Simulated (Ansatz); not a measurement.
CH3Mg, charge +1, singlet, at a GFN2-xTB geometry (such geometries of metal compounds can be far from the true shape), with bond 3-2 at 2.2 times its length; B3LYP/6-31G* run with Ansatz (a quantum-chemistry and plane-wave program).

Ansatz was given this input:
Ansatz 0.2 input:
```yaml
crystal:
  periodic: [false, false, false]
  atoms:
    - {symbol: Mg, position_ang: [-0.66340694, -0.39668681, -0.52537335]}
    - {symbol: C, position_ang: [0.81021333, 0.48447027, 0.64163406]}
    - {symbol: H, position_ang: [1.91231525, -1.30885159, 1.83348512]}
    - {symbol: H, position_ang: [0.29824984, 1.18120060, 1.32087899]}
    - {symbol: H, position_ang: [1.49018477, 1.00289557, -0.04958766]}
basis:
  gaussian:
    orbitals: 6-31G*
hamiltonian:
  xc: b3lyp
total_charge: 1
```

Question: Write the output that Ansatz gives for this input, abridged.

Answer: 
```
Functional definition: B3LYP
375 factors; integrals over basis functions are off by at most 5.9e-4 eV
mean field evaluation 1: about -6488.1992 eV, gradient 9.4e1 eV
mean field evaluation 2: about -6394.4114 eV, gradient 1.2e2 eV
mean field evaluation 4: about -6512.8825 eV, gradient 2.9e1 eV
mean field evaluation 8: about -6517.9272 eV, gradient 1.8e0 eV
mean field evaluation 16: about -6517.9421 eV, gradient 1.9e-4 eV
mean field -6517.94209074 eV, -239.5299538147 hartree, gradient 2.3e-5 eV, S^2 0.000000; 0 other end points of the search recorded, 0 dependent functions left out
reference -6517.94231252 eV, -239.5299619651 hartree; 10, 10 occupied and 30, 30 virtual orbitals, 375 factors
Total energy: -6517.94231252 eV, -239.5299619651 hartree
```
